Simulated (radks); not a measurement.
Task: Neutral silver: order these configurations by energy. All-electron calculation, scalar-relativistic Kohn-Sham, LDA (Slater exchange, Perdew-Wang correlation), spin-polarised, spherical densities, finite nucleus; Fermi nuclear charge, rms radius of each element as measured or else 0.836 A^(1/3) + 0.57 fm. Program: a radial shooting solver on a logarithmic mesh with Libxc functionals. Open shells are filled with parallel spins first. [Kr] 4d10 5p1; [Kr] 4d10 5s1; [Kr] 4d9 5s1 5p1; [Kr] 4d9 5s2.

Result: From the lowest, in eV above it: [Kr] 4d10 5s1 0.000; [Kr] 4d9 5s2 3.971; [Kr] 4d10 5p1 4.048; [Kr] 4d9 5s1 5p1 7.907.
